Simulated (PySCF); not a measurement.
**Threshold energies of GeAs in a plasma**

PBE0 in PySCF with def2-TZVPPD on every atom, for the lowest determinant that a PBE0 search found; no spin–orbit coupling.

| species | state (unpaired electrons) | Re (Å) | ωe (cm⁻¹) | energy of the minimum from the neutral (eV) | De (eV) | dissociates to |
| --- | --- | --- | --- | --- | --- | --- |
| GeAs | doublet (π ↑) | 2.242 | 362 | 0.00 | 3.08 | Ge + As |
| GeAs⁺ | triplet (π ↑↑) | 2.405 | 289 | 8.26 | 2.76 | Ge⁺ + As |

Problem. Work out the lowest energy to break GeAs into atoms, from its vibrational ground state.

Solution. D0 = De − ωe/2 = 3.08 − 0.02 = 3.06 eV (PBE0/def2-TZVPPD).

Problem. Work out the ionisation energy of the Ge atom at this level and the threshold of dissociative ionisation.

Solution. IE(Ge) = 8.26 + 2.76 − 3.08 = 7.94 eV, so Ge⁺ + As + e⁻ appears at D0 + IE(Ge) = 11.00 eV (PBE0/def2-TZVPPD). The measured IE(Ge) is 7.899 eV (NIST ASD).

These are thermodynamic thresholds; the onsets seen under electron impact lie higher where the geometry changes, and cross-sections peak well above them.

Spin–orbit coupling is left out. For an ion De counts to the pair picked by the measured ionisation energies or electron affinities, which need not be the lowest pair at this level. States were picked by a PBE0 search and need not be the measured ground states.
